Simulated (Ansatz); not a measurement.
Rb₄I₃ (the lowest doublet isomer of a short search). Charge 0, multiplicity 2. Geometry PBE0-D4/def2-SVP, basis def2-TZVP, Ansatz.

Cartesian coordinates in Å:
```
Rb -3.040 0.626 0.480
Rb 1.165 2.916 -0.059
Rb 1.111 -1.681 1.538
Rb -0.041 -0.646 -3.074
I -0.372 1.324 2.722
I 2.847 -0.040 -1.092
I -1.671 -2.499 -0.516
```

```csv
run,HOMO (eV),LUMO (eV)
A,-2.23,-1.49
B,-2.32,-1.83
C,-4.01,0.05
D,-2.68,-1.25
E,-2.19,-1.77
```

In the def2 sets I, Rb take a core potential; there is no spin–orbit coupling. LC-ωPBE has ω = 0.4 bohr⁻¹. The structure comes from a short search, and lower isomers may exist.

HOMO and LUMO are taken over both spins.

The runs used BLYP, LC-ωPBE, PBE, PBE0, r2SCAN. Estimate which is which.

A r2SCAN (0 % exact exchange); B PBE (0 % exact exchange); C LC-ωPBE (range-separated); D PBE0 (25 % exact exchange); E BLYP (0 % exact exchange). Exact exchange lowers occupied and raises empty levels; among semilocal functionals meta-GGAs tend to open the gap a little, and such runs are hard to tell apart. The gap grows from 0.41 eV (BLYP) to 4.06 eV (LC-ωPBE).
